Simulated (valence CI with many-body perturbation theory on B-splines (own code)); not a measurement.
# Sb³⁷⁺: E2, M1 decay

Level of theory: valence CI with perturbative core correlation (CI+MBPT): four valence electrons over a frozen Dirac-Fock core [Ne], radial functions for each j: 11 s, 11 p, 9 d, 7 f, 5 g, 2 h, 1 i, with the one-electron correlation potential Σ1, the two-electron term Σ2, the three-electron term Σ3, Breit, model QED; selected CI, second order for the rest (own B-spline code, finite nucleus).

The last digits are not significant, and no measured levels were compared; by estimate large intervals hold to a few tenths of a per cent, small ones and those within an open d or f shell to about a per cent.

Lines 1 to 8 of 8 in falling wavelength, among levels below 3301.8 × 10³ cm⁻¹, chosen from the decays that carry over 1 % of a level's rate. Wavelengths and rates use the calculated energies. Electric multipoles are in the length gauge, E1 and E2 with the static RPA response of the core. S is in atomic units (e²a₀⁴ for E2 and M2, e²a₀⁶ for E3), for M1 in squared Bohr magnetons. Weak lines are less certain than strong ones. Lines between different terms over intervals too small for the method are left out, as are lines whose strength nearly cancels.

Levels are named by their leading jj configuration (3d3/2^4 stands for four electrons in 3d with j = 3/2), which in mixed levels can hold well under half, so a name can repeat and another be missing.

| λ vac (Å) | Upper | Lower | Type | A (s⁻¹) | S (a.u.) |
| --- | --- | --- | --- | --- | --- |
| 2098 | (3s^2 3p1/2 3p3/2) J=2 | (3s^2 3p1/2 3p3/2) J=1 | M1 | 6.00e+02 | 1.03e+00 |
| 267.8 | (3s^2 3p3/2 3d5/2) J=4 | (3s^2 3p1/2 3d5/2) J=3 | M1 | 5.98e+05 | 3.83e+00 |
| 224.0 | (3s^2 3p1/2 3p3/2) J=1 | (3s^2 3p1/2^2) J=0 | M1 | 1.18e+06 | 1.48e+00 |
| 207.9 | (3s^2 3p3/2^2) J=2 | (3s^2 3p1/2 3p3/2) J=2 | M1 | 1.08e+06 | 1.80e+00 |
| 202.4 | (3s^2 3p1/2 3p3/2) J=2 | (3s^2 3p1/2^2) J=0 | E2 | 3.89e+03 | 5.90e-03 |
| 196.5 | (3s^2 3p3/2 3d5/2) J=4 | (3s 3p1/2 3p3/2^2) J=3 | M1 | 4.01e+05 | 1.02e+00 |
| 189.2 | (3s^2 3p3/2^2) J=2 | (3s^2 3p1/2 3p3/2) J=1 | M1 | 1.17e+06 | 1.47e+00 |
| 157.8 | (3s^2 3p3/2^2) J=0 | (3s^2 3p1/2 3p3/2) J=1 | M1 | 3.52e+06 | 5.13e-01 |
